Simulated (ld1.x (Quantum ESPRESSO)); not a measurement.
# Transferability test, PAW potential for Cr (Z = 24)

| Property | Result |
| --- | --- |
| Element | Cr |
| Generator | ld1.x (Quantum ESPRESSO) 7.5 |
| Type | PAW |
| Functional | LDA (PZ) |
| Relativity | scalar-relativistic |
| Frozen core | [Ne] 3s2 |
| Valence charge | 12 |
| Reference configuration | 3p6 3d5 4s0 4p0 (charge +1) |
| Partial waves | 4s (bound, empty): rcut 2.00, rcutus 2.80 bohr; 4s channel at 0.45 Ry: rcut 2.00, rcutus 2.80 bohr; 3p (bound): rcut 1.30, rcutus 1.45 bohr; 4p (bound, empty): rcut 1.30, rcutus 1.45 bohr; 3d (bound): rcut 1.00, rcutus 1.15 bohr; 3d channel at -0.15 Ry: rcut 1.00, rcutus 1.15 bohr |
| Local potential | all-electron potential smoothed inside 1.90 bohr (lloc = -1) |
| Core correction | a·sin(br)/r model core inside 0.60 bohr |
| Augmentation charge | BESSEL, radius 1.00 bohr |

Energies are relative to the spin-unpolarised reference configuration 3p6 3d5 4s0 4p0; without spin polarisation the order of configurations can differ from experiment. Spin-polarised rows fill each open shell by Hund’s rule, majority spin first.

```json
{"valence configuration": "3p6 3d4 4s0 4p0", "charge": "+2", "ΔE all-electron (eV)": "16.343", "error AE − PS (meV)": "-15"}
{"valence configuration": "3p6 3d3 4s0 4p0", "charge": "+3", "ΔE all-electron (eV)": "47.369", "error AE − PS (meV)": "-119"}
{"valence configuration": "3p6 3d4 4s1 4p1", "charge": "0", "ΔE all-electron (eV)": "-3.528", "error AE − PS (meV)": "+34"}
{"valence configuration": "3p5 3d5 4s1 4p0", "charge": "+1", "ΔE all-electron (eV)": "44.329", "error AE − PS (meV)": "+63"}
{"valence configuration": "3p6 3d6 4s0 4p0", "charge": "0", "ΔE all-electron (eV)": "-5.416", "error AE − PS (meV)": "-0.6"}
{"valence configuration": "3p6 3d2 4s0 4p0", "charge": "+4", "ΔE all-electron (eV)": "95.998", "error AE − PS (meV)": "-434"}
{"valence configuration": "3p6 3d5 4s0 4p0 (spin-polarised)", "charge": "+1", "ΔE all-electron (eV)": "-4.455", "error AE − PS (meV)": "-6.2"}
{"valence configuration": "3p6 3d5 4s1 4p0 (spin-polarised)", "charge": "0", "ΔE all-electron (eV)": "-12.057", "error AE − PS (meV)": "+9.2"}
```

Question: What are ΔE and the potential's error for 3p6 3d5 4s1 4p0?

Answer: ΔE = -7.140 eV all-electron; the error (AE − PS) is +13 meV.
